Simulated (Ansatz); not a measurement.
A run for Ansatz (a program for electronic structure): R-B3LYP-D3(BJ)/def2-TZVP on FH5OSi (a complex).

Ansatz 0.2 input:
```yaml
crystal:
  periodic: [false, false, false]
  atoms:
    - {symbol: F, position_ang: [0.91128358, -1.18404001, 0.30801758]}
    - {symbol: H, position_ang: [0.74101023, -0.81056783, 1.17067523]}
    - {symbol: O, position_ang: [0.54781569, -0.33542438, 2.68136639]}
    - {symbol: Si, position_ang: [-0.69757711, 0.57166093, 3.25909128]}
    - {symbol: H, position_ang: [1.13158713, -0.82365261, 3.25827487]}
    - {symbol: H, position_ang: [-1.64505897, -0.31474087, 3.93076501]}
    - {symbol: H, position_ang: [-1.19840023, 1.14540549, 2.02206342]}
    - {symbol: H, position_ang: [-0.15941561, 1.55486824, 4.19613505]}
basis:
  gaussian:
    orbitals: def2-TZVP
hamiltonian:
  xc: b3lyp
  dispersion: d3bj
relax: {f_tol: 0.004, max_steps: 120}
scf: {lower_state_search: off}
```

It printed:

```
Functional definition: B3LYP
[...]
these checks for a lower state are left out or cut short: stability, starts, cluster_reference, orbital_swaps, neighbouring_geometries, increment
integrals: 0.04 GiB planned
788 factors; their error is unknown
mean field: 0.38 GiB planned
mean field evaluation 1: about -12721.8316 eV, gradient 6.2e1 eV
mean field evaluation 2: about -12712.5355 eV, gradient 9.7e1 eV
mean field evaluation 4: about -12727.3782 eV, gradient 5.3e0 eV
mean field evaluation 8: about -12727.4158 eV, gradient 1.6e-2 eV
mean field evaluation 16: about -12727.4525 eV, gradient 4.5e-5 eV
mean field -12727.45250221 eV, -467.7252524789 hartree, gradient 8.4e-6 eV, S^2 0.000000; 0 other end points of the search recorded, 0 dependent functions left out
the calculation of the forces begins
reference -12727.45272605 eV, -467.7252607048 hartree; 18, 18 occupied and 111, 111 virtual orbitals, 788 factors
relax step   1: F+E_penalty+E_count = -12727.63040139 eV  Δ(F+E_penalty+E_count) = +0.000e0 eV  max|allowed force component| = 5.854e-1 eV/Å  Δτ_max = 0.0000 Å  (15 SCF iters, accepted)
these checks for a lower state are left out or cut short: stability, starts, cluster_reference, orbital_swaps, neighbouring_geometries, increment
integrals: 0.04 GiB planned
788 factors; their error is unknown
mean field: 0.38 GiB planned
mean field -12727.51088332 eV, -467.7273979451 hartree, gradient 2.9e-6 eV, S^2 0.000000; 0 other end points of the search recorded, 0 dependent functions left out
the calculation of the forces begins
reference -12727.51110878 eV, -467.7274062308 hartree; 18, 18 occupied and 111, 111 virtual orbitals, 788 factors
relax step   2: F+E_penalty+E_count = -12727.68678358 eV  Δ(F+E_penalty+E_count) = -5.638e-2 eV  max|allowed force component| = 3.551e-1 eV/Å  Δτ_max = 0.0693 Å  (20 SCF iters, accepted)
these checks for a lower state are left out or cut short: stability, starts, cluster_reference, orbital_swaps, neighbouring_geometries, increment
integrals: 0.04 GiB planned
788 factors; their error is unknown
mean field: 0.38 GiB planned
mean field evaluation 32: about -12727.5209 eV, gradient 3.0e-6 eV
mean field -12727.52085947 eV, -467.7277645621 hartree, gradient 3.0e-6 eV, S^2 0.000000; 0 other end points of the search recorded, 0 dependent functions left out
the calculation of the forces begins
reference -12727.52108566 eV, -467.7277728743 hartree; 18, 18 occupied and 111, 111 virtual orbitals, 788 factors
relax step   3: F+E_penalty+E_count = -12727.69556765 eV  Δ(F+E_penalty+E_count) = -8.784e-3 eV  max|allowed force component| = 1.894e-1 eV/Å  Δτ_max = 0.0346 Å  (20 SCF iters, accepted)
these checks for a lower state are left out or cut short: stability, starts, cluster_reference, orbital_swaps, neighbouring_geometries, increment
integrals: 0.04 GiB planned
788 factors; their error is unknown
mean field: 0.38 GiB planned
mean field -12727.52158733 eV, -467.7277913102 hartree, gradient 6.8e-7 eV, S^2 0.000000; 0 other end points of the search recorded, 0 dependent functions left out
the calculation of the forces begins
reference -12727.52181412 eV, -467.7277996447 hartree; 18, 18 occupied and 111, 111 virtual orbitals, 788 factors
relax step   4: F+E_penalty+E_count = -12727.69554986 eV  Δ(F+E_penalty+E_count) = +1.780e-5 eV  max|allowed force component| = 2.092e-1 eV/Å  Δτ_max = 0.0836 Å  (20 SCF iters, rejected (line search))
these checks for a lower state are left out or cut short: stability, starts, cluster_reference, orbital_swaps, neighbouring_geometries, increment
integrals: 0.04 GiB planned
788 factors; their error is unknown
mean field: 0.38 GiB planned
mean field -12727.52468341 eV, -467.7279050893 hartree, gradient 6.8e-7 eV, S^2 0.000000; 0 other end points of the search recorded, 0 dependent functions left out
the calculation of the forces begins
reference -12727.52490985 eV, -467.7279134106 hartree; 18, 18 occupied and 111, 111 virtual orbitals, 788 factors
relax step   5: F+E_penalty+E_count = -12727.69899868 eV  Δ(F+E_penalty+E_count) = -3.431e-3 eV  max|allowed force component| = 7.795e-2 eV/Å  Δτ_max = 0.0405 Å  (21 SCF iters, accepted)
these checks for a lower state are left out or cut short: stability, starts, cluster_reference, orbital_swaps, neighbouring_geometries, increment
integrals: 0.04 GiB planned
788 factors; their error is unknown
mean field: 0.38 GiB planned
mean field -12727.52492081 eV, -467.7279138134 hartree, gradient 6.8e-7 eV, S^2 0.000000; 0 other end points of the search recorded, 0 dependent functions left out
the calculation of the forces begins
reference -12727.52514738 eV, -467.7279221399 hartree; 18, 18 occupied and 111, 111 virtual orbitals, 788 factors
relax step   6: F+E_penalty+E_count = -12727.69911015 eV  Δ(F+E_penalty+E_count) = -1.115e-4 eV  max|allowed force component| = 7.449e-2 eV/Å  Δτ_max = 0.0125 Å  (21 SCF iters, accepted)
these checks for a lower state are left out or cut short: stability, starts, cluster_reference, orbital_swaps, 
[...]
9947778 eV  Δ(F+E_penalty+E_count) = -3.139e-5 eV  max|allowed force component| = 1.059e-2 eV/Å  Δτ_max = 0.0245 Å  (20 SCF iters, accepted)
these checks for a lower state are left out or cut short: stability, starts, cluster_reference, orbital_swaps, neighbouring_geometries, increment
integrals: 0.04 GiB planned
788 factors; their error is unknown
mean field: 0.38 GiB planned
mean field -12727.52541756 eV, -467.7279320687 hartree, gradient 6.8e-7 eV, S^2 0.000000; 0 other end points of the search recorded, 0 dependent functions left out
the calculation of the forces begins
reference -12727.52564336 eV, -467.7279403666 hartree; 18, 18 occupied and 111, 111 virtual orbitals, 788 factors
relax step  14: F+E_penalty+E_count = -12727.69948447 eV  Δ(F+E_penalty+E_count) = -6.689e-6 eV  max|allowed force component| = 3.069e-2 eV/Å  Δτ_max = 0.0400 Å  (20 SCF iters, accepted)
these checks for a lower state are left out or cut short: stability, starts, cluster_reference, orbital_swaps, neighbouring_geometries, increment
integrals: 0.04 GiB planned
788 factors; their error is unknown
mean field: 0.38 GiB planned
mean field -12727.52535591 eV, -467.7279298031 hartree, gradient 3.0e-6 eV, S^2 0.000000; 0 other end points of the search recorded, 0 dependent functions left out
the calculation of the forces begins
reference -12727.52558180 eV, -467.7279381043 hartree; 18, 18 occupied and 111, 111 virtual orbitals, 788 factors
relax step  15: F+E_penalty+E_count = -12727.69949961 eV  Δ(F+E_penalty+E_count) = -1.514e-5 eV  max|allowed force component| = 1.331e-2 eV/Å  Δτ_max = 0.0130 Å  (20 SCF iters, accepted)
these checks for a lower state are left out or cut short: stability, starts, cluster_reference, orbital_swaps, neighbouring_geometries, increment
integrals: 0.04 GiB planned
788 factors; their error is unknown
mean field: 0.38 GiB planned
mean field -12727.52537128 eV, -467.7279303681 hartree, gradient 3.0e-6 eV, S^2 0.000000; 0 other end points of the search recorded, 0 dependent functions left out
the calculation of the forces begins
reference -12727.52559712 eV, -467.7279386673 hartree; 18, 18 occupied and 111, 111 virtual orbitals, 788 factors
relax step  16: F+E_penalty+E_count = -12727.69950857 eV  Δ(F+E_penalty+E_count) = -8.962e-6 eV  max|allowed force component| = 7.983e-3 eV/Å  Δτ_max = 0.0049 Å  (21 SCF iters, accepted)
these checks for a lower state are left out or cut short: stability, starts, cluster_reference, orbital_swaps, neighbouring_geometries, increment
integrals: 0.04 GiB planned
788 factors; their error is unknown
mean field: 0.38 GiB planned
mean field evaluation 128: about -12727.5254 eV, gradient 4.0e-3 eV
mean field -12727.52541847 eV, -467.7279321022 hartree, gradient 6.7e-7 eV, S^2 0.000000; 0 other end points of the search recorded, 0 dependent functions left out
the calculation of the forces begins
reference -12727.52564419 eV, -467.7279403974 hartree; 18, 18 occupied and 111, 111 virtual orbitals, 788 factors
relax step  17: F+E_penalty+E_count = -12727.69951888 eV  Δ(F+E_penalty+E_count) = -1.031e-5 eV  max|allowed force component| = 2.713e-3 eV/Å  Δτ_max = 0.0140 Å  (21 SCF iters, accepted)
these checks for a lower state are left out or cut short: stability, starts, cluster_reference, orbital_swaps, neighbouring_geometries, increment
integrals: 0.04 GiB planned
788 factors; their error is unknown
mean field: 0.38 GiB planned
mean field -12727.52548864 eV, -467.7279346810 hartree, gradient 6.7e-7 eV, S^2 0.000000; 0 other end points of the search recorded, 0 dependent functions left out
the calculation of the forces begins
reference -12727.52571429 eV, -467.7279429732 hartree; 18, 18 occupied and 111, 111 virtual orbitals, 788 factors
relax step  18: F+E_penalty+E_count = -12727.69952509 eV  Δ(F+E_penalty+E_count) = -6.212e-6 eV  max|allowed force component| = 5.898e-3 eV/Å  Δτ_max = 0.0204 Å  (21 SCF iters, accepted)
these checks for a lower state are left out or cut short: stability, starts, cluster_reference, orbital_swaps, neighbouring_geometries, increment
integrals: 0.04 GiB planned
788 factors; their error is unknown
mean field: 0.38 GiB planned
mean field -12727.52550159 eV, -467.7279351567 hartree, gradient 3.0e-6 eV, S^2 0.000000; 0 other end points of the search recorded, 0 dependent functions left out
the calculation of the forces begins
reference -12727.52572722 eV, -467.7279434484 hartree; 18, 18 occupied and 111, 111 virtual orbitals, 788 factors
relax step  19: F+E_penalty+E_count = -12727.69952626 eV  Δ(F+E_penalty+E_count) = -1.172e-6 eV  max|allowed force component| = 4.474e-3 eV/Å  Δτ_max = 0.0073 Å  (21 SCF iters, accepted)
these checks for a lower state are left out or cut short: stability, starts, cluster_reference, orbital_swaps, neighbouring_geometries, increment
integrals: 0.04 GiB planned
788 factors; their error is unknown
mean field: 0.38 GiB planned
mean field -12727.52549596 eV, -467.7279349500 hartree, gradient 9.8e-7 eV, S^2 0.000000; 0 other end points of the search recorded, 0 dependent functions left out
the calculation of the forces begins
reference -12727.52572160 eV, -467.7279432418 hartree; 18, 18 occupied and 111, 111 virtual orbitals, 788 factors
relax step  20: F+E_penalty+E_count = -12727.69952728 eV  Δ(F+E_penalty+E_count) = -1.018e-6 eV  max|allowed force component| = 2.280e-3 eV/Å  Δτ_max = 0.0019 Å  (12 SCF iters, accepted)
these checks for a lower state are left out or cut short: stability, starts, cluster_reference, orbital_swaps, neighbouring_geometries, increment
integrals: 0.04 GiB planned
788 factors; their error is unknown
mean field: 0.38 GiB planned
mean field -12727.52547466 eV, -467.7279341671 hartree, gradient 6.7e-7 eV, S^2 0.000000; 0 other end points of the search recorded, 0 dependent functions left out
the calculation of the forces begins
reference -12727.52570031 eV, -467.7279424598 hartree; 18, 18 occupied and 111, 111 virtual orbitals, 788 factors
relax step  21: F+E_penalty+E_count = -12727.69952950 eV  Δ(F+E_penalty+E_count) = -2.223e-6 eV  max|allowed force component| = 2.972e-3 eV/Å  Δτ_max = 0.0083 Å  (22 SCF iters, accepted)
these checks for a lower state are left out or cut short: stability, starts, cluster_reference, orbital_swaps, neighbouring_geometries, increment
integrals: 0.04 GiB planned
788 factors; their error is unknown
mean field: 0.38 GiB planned
mean field evaluation 160: about -12727.5254 eV, gradient 2.5e-1 eV
mean field -12727.52546825 eV, -467.7279339315 hartree, gradient 6.7e-7 eV, S^2 0.000000; 0 other end points of the search recorded, 0 dependent functions left out
the calculation of the forces begins
reference -12727.52569393 eV, -467.7279422252 hartree; 18, 18 occupied and 111, 111 virtual orbitals, 788 factors
relax step  22: F+E_penalty+E_count = -12727.69953026 eV  Δ(F+E_penalty+E_count) = -7.578e-7 eV  max|allowed force component| = 2.347e-3 eV/Å  Δτ_max = 0.0073 Å  (22 SCF iters, accepted)
Total energy: -12727.69975595 eV, -467.7343388862 hartree
Atom 0 at     1.011455    -1.027857     0.189536 Å, force     0.000017    -0.000030    -0.000035 eV/Å
Atom 1 at     0.840954    -0.834344     1.096384 Å, force     0.000044     0.000008     0.000005 eV/Å
Atom 2 at     0.509987    -0.472967     2.715459 Å, force    -0.002347     0.002304     0.000113 eV/Å
Atom 3 at    -0.693176     0.550117     3.262967 Å, force     0.001035    -0.001713    -0.000243 eV/Å
Atom 4 at     1.062769    -0.930085     3.355113 Å, force     0.000253    -0.000405     0.000768 eV/Å
Atom 5 at    -1.664062    -0.197983     4.092249 Å, force     0.000817     0.000319    -0.000228 eV/Å
Atom 6 at    -1.329650     1.074314     2.043301 Å, force     0.000325     0.000072     0.000085 eV/Å
Atom 7 at    -0.107032     1.642313     4.071378 Å, force    -0.000144    -0.000555    -0.000465 eV/Å
Dipole moment:    -0.103697     0.121451     0.848493 e Å
Checks for a lower state left out: stability, starts, cluster_reference, orbital_swaps, neighbouring_geometries, increment
```

The run converged.

Cost: around 40 core-seconds (rough).
